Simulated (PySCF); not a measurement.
C2H8O2Si, SMILES C(C)[SiH](O)O.

Coordinates come from a PBE0-D3(BJ)/def2-SVP optimisation. Other conformers were not sampled.

Vertical ionisation energy (IE) and electron affinity (EA) in eV. Rows of orbital energies are one-electron estimates. Where ΔSCF, EOM or ADC give a negative EA the extra electron is unbound and the value depends on the basis.

| level | IE | EA |
|---|---|---|
| −ε(HOMO), −ε(LUMO), r2SCAN/def2-TZVP (PySCF) | 7.20 | -0.33 |
| −ε(HOMO), −ε(LUMO), PBE/def2-TZVP (PySCF) | 6.89 | 0.31 |
